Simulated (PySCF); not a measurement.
**[Lu(SH)4]− at several levels of theory**

Computed with PySCF 2.14.0 (density fitting, no spin-orbit coupling) at the geometry relaxed with r2SCAN:

```xyz
9
[Lu(SH)4]− (singlet in the valence; each metal's 4f electrons, 14 of them, lie in its core potential, out of spins and levels)
Lu    0.0000    0.0000    0.0026
S     1.4189    1.5570    1.5216
H     1.8146    0.4646    2.2212
S    -1.4189   -1.5570    1.5216
H    -1.8146   -0.4646    2.2212
S     1.5578   -1.4157   -1.5181
H     0.4656   -1.8051   -2.2203
S    -1.5578    1.4157   -1.5181
H    -0.4656    1.8051   -2.2203
```

| level | basis | state | HOMO (eV) | gap (eV) | charge on Lu1 (e) | population of f-type functions on Lu1 (polarisation alone where 4f lies in the core) | dipole about the centre of mass (D) | largest force component (eV/Å) |
| --- | --- | --- | --- | --- | --- | --- | --- | --- |
| r2SCAN | Lu lcecp-1-SVP with ECP60, S def2-SVP, H def2-SVP | singlet | -2.18 | 5.17 | 0.51 | 0.03 | 0.00 | 0.02 |
| TPSS | the same | singlet | -1.98 | 4.77 | 0.47 | 0.03 | 0.00 | 0.18 |
| HF | the same | singlet | -5.84 | 11.31 | 0.94 | 0.04 | 0.00 | 0.46 |
| PBE0 | the same | singlet | -3.06 | 6.30 | 0.50 | 0.03 | 0.00 | 0.05 |
| r2SCAN | Lu lcecp-1-TZVP with ECP60, S def2-TZVP, H def2-TZVP | singlet | -2.39 | 5.17 | 1.12 | 0.03 | 0.00 | 0.18 |

In the lcecp rows the 4f levels are missing from HOMO and gap, and the state counts the valence alone.

Charges are Mulliken's, which hang on the basis. The relaxation used the grid (50, 194), these runs (75, 302) or, all-electron (x2c bases, spin-free X2C Hamiltonian), (99, 590).

**Question.** What does TPSSh with Lu lcecp-1-SVP with ECP60, S def2-SVP, H def2-SVP give here?

**Answer.** state singlet, HOMO (eV) -2.46, gap (eV) 5.49, charge on Lu1 (e) 0.54, population of f-type functions on Lu1 (polarisation alone where 4f lies in the core) 0.03, dipole about the centre of mass (D) 0.00, largest force component (eV/Å) 0.07. Time: 16 s on 2 threads of Arm Neoverse V1 (shared host), from an already converged density.

In the first row's basis the gap widens with exact exchange: 4.8 to 5.2 eV for TPSS, r2SCAN (none); 5.5 to 6.3 eV for TPSSh, PBE0 (a fixed share); 11.3 eV for Hartree–Fock (rising or full at long range).

No frequency check is given that shows the relaxed geometry to be a minimum. An lcecp potential fixes the number of 4f electrons, so in runs with it no electron can move into or out of that shell.
